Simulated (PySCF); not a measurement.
## Two-component Hartree-Fock for Tb²³⁺ (terbium, charge +23)

Start: [Kr] 4d6; 4d3/2 filled at m_j = -3/2, -1/2, +1/2, +3/2; 4d5/2 filled at m_j = +3/2, +5/2. Calculated with PySCF 2.14 in an uncontracted even-tempered set (17 s from 1.7 bohr⁻², ratio 2.8; 14 p from 2.2 bohr⁻², ratio 2.8; 9 d from 2.2 bohr⁻², ratio 2.8; 4 f from 9.8 bohr⁻², ratio 3): generalised Hartree-Fock with the X2C-1e Hamiltonian and a Gaussian nucleus; spin-orbit coupling (SO) screened by Boettger's factors.

```csv
spinor shell,electrons,"ε, screened SO (eV)",weight of nominal j (screened SO),"rms radius, screened SO (bohr)"
1s1/2,2,-52944.6,1.000,0.0245
2s1/2,2,-9482.6,1.000,0.0990
2p1/2,2,-9030.3,1.000,0.0847
2p3/2,4,-8277.0,1.000,0.0912
3s1/2,2,-2687.3,1.000,0.255
3p1/2,2,-2491.7,1.000,0.246
3p3/2,4,-2330.9,1.000,0.259
3d3/2,4,-1999.2,0.997,0.230
3d5/2,6,-1961.6,0.998,0.234
4s1/2,2,-1041.4,1.000,0.543
4p1/2,2,-963.01,0.981,0.549
4d3/2,4,-784.18,0.864,0.580
4d5/2,2,-774.83,0.852,0.585
```

Q: Where does 4p3/2 lie, and what is the 4p spin-orbit splitting (screened SO)?

A: At -911.72 eV, 51.296 eV above 4p1/2.

```
   quantity   screened SO
E (hartree)  -11482.76451
        M_J             4
       ⟨J²⟩        20.038
       ⟨L²⟩         9.107
       ⟨S²⟩         4.342
```

Each row is a mean over spinors that exchange with the open shell spreads, by up to 21.033 eV (4p3/2).

Rows whose weight is well below 1 are mixtures of j = l ± 1/2: exchange outweighs spin-orbit coupling there, and the label is only the starting occupation.

Breit and QED terms are absent; they matter most for the inner s and p1/2 levels.

Densities and radii are taken from the X2C orbitals without a picture-change correction, which distorts them close to the nucleus.
